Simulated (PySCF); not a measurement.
Gas-phase reaction: Na2 + 2 H2O ⇌ Na2(OH)2 + H2

Method: PySCF energies (xtb for GFN2) plus ideal-gas RRHO corrections (1 bar). 'Table' is the NASA 1993 thermochemical table (part measured, part estimated). After a fit of one offset per element over all species, the range-separated, M06-2X, PBE0/def2-QZVP and CCSD(T)/def2-TZVPP enthalpies, where run, lie to one side of the table for Na2 (-22 kJ/mol): a fault of the table's entry, another state or a shared error of the levels is possible; this was not checked at source. S°(298 K) at PBE0/def2-TZVP differs from the NASA 1993 table for Na2(OH)2 (+8 J/mol/K); whether the harmonic model or the table's entry is off was not settled. † marks an energy on the PBE0/def2-TZVP geometry and frequencies; other levels use their own. CCSD(T) freezes the core. All species are closed-shell singlets. B3LYP is the form with VWN-RPA correlation. For Na the outer core is correlated in a valence basis, which is rough. CCSD(T) isn't extrapolated to the basis-set limit; its ΔH°(298 K) is -270.6 kJ in def2-SVP and -257.8 kJ in def2-TZVPP. The harmonic model lacks anharmonicity and excited electronic states, which grow with temperature; levels with a mode under 35 cm⁻¹ are left out. The table's entry may be an old estimate for Na2, Na2(OH)2 (not checked at source).

| level | ΔH°(298 K), kJ | minus table | ΔG°(1200 K), kJ |
|---|---|---|---|
| table | -265.9 | - | -71.6 |
| B3LYP/def2-TZVP† | -265.9 | 0.0 | -95.4 |
| CCSD(T)/def2-TZVPP† | -257.8 | 8.1 | -87.3 |
| GFN2-xTB | -140.1 | 125.8 | -0.6 |
| HF/def2-TZVP† | -215.1 | 50.8 | -44.7 |
| M06-2X/def2-TZVP† | -284.3 | -18.4 | -113.9 |
| PBE/def2-SVP | -279.9 | -14.0 | -108.4 |
| PBE/def2-TZVP† | -247.0 | 18.9 | -76.5 |
| PBE0/def2-QZVP† | -228.5 | 37.4 | -58.1 |
| PBE0/def2-TZVP | -241.5 | 24.4 | -71.0 |
| LDA/def2-TZVP† | -259.9 | 6.0 | -89.4 |
